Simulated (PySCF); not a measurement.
C₅ClO₅Re, multiplicity 1. Atoms are numbered in the order given.

```xyz
12

Re     0.0000     0.0000     0.0941
O     -2.2281     2.2281    -0.1160
C     -1.4279     1.4279    -0.0200
O      2.2281     2.2281    -0.1160
C      1.4279     1.4279    -0.0200
O     -2.2281    -2.2281    -0.1160
C     -1.4279    -1.4279    -0.0200
O      2.2281    -2.2281    -0.1160
C      1.4279    -1.4279    -0.0200
O      0.0000     0.0000     3.1869
C      0.0000     0.0000     2.0390
Cl     0.0000     0.0000    -2.3882
```

Geometry: PBE0-D3(BJ)/def2-SVP. The multiplicity is an assumed one; other spin states were not compared. The isomer is the one that the SMILES or the coordinates give; other isomers of the formula were not compared. The def2 effective core potentials stand for the cores of Re; spin–orbit coupling is left out.

These are PySCF with PBE0-D3(BJ)/def2-SVP values and carry that method's errors.

Frequencies are harmonic and unscaled.

Modes within 1.5 cm⁻¹ of each other (mostly degenerate sets) share a row, with their intensities summed.

```csv
mode,ν (cm⁻¹),IR (km/mol),moving atoms (share of kinetic energy)
1,54,0.0,"O 86 %, C 14 %"
2–3,69,0.0,"Cl 55 %, O 39 %"
4–5,83,0.1,"O 85 %, C 11 %"
6,86,0.3,"O 74 %, Re 19 %"
7,94,0.0,"O 89 %, C 11 %"
8–9,101,0.9,"O 68 %, Re 17 %, Cl 9 %"
10,318,18.3,"Cl 87 %, Re 11 %"
11–12,360,131.8,"O 44 %, C 36 %, Re 20 %"
13,374,0.0,"C 76 %, O 24 %"
14–15,426,0.0,"C 79 %, O 20 %"
16,444,0.0,"O 60 %, C 40 %"
17,457,3.3,"O 60 %, C 39 %"
18,492,2.8,"O 54 %, C 38 %"
19,511,0.0,"C 89 %, O 11 %"
20,554,0.0,"C 86 %, O 14 %"
21–22,576,0.1,"C 88 %, O 11 %"
23–24,621,149.0,"C 83 %, O 10 %"
25,628,102.5,"C 80 %, O 11 %, Re 9 %"
26,2123,996.7,"C 60 %, O 40 %"
27–28,2175,3297.6,"C 57 %, O 43 %"
29,2210,0.0,"C 60 %, O 40 %"
30,2279,7.9,"C 61 %, O 39 %"
```
